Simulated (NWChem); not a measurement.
Molecule: CH$_{3}$BeF; SMILES [CH3][Be][F]

```xyz
6

Be    -0.0004     0.1531     0.0000
F     -0.0008     1.5304     0.0000
C      0.0001    -1.5257     0.0000
H      0.3832    -1.9276    -0.9427
H     -1.0078    -1.9280     0.1397
H      0.6251    -1.9275     0.8031
```
Atoms are numbered in this order, from 1.

Program: NWChem. Structure relaxed at the PBE0-D3(BJ)/def2-TZVP level. Level: PBE0/aug-cc-pVDZ; the question gives the wavelength of the field.

Question: Predict the results for field 589 nm. Quantities: isotropic polarisability (bohr³); anisotropy (bohr³).

Answer: 
```yaml
isotropic polarisability (bohr³): 28.8
anisotropy (bohr³): 7.0
```
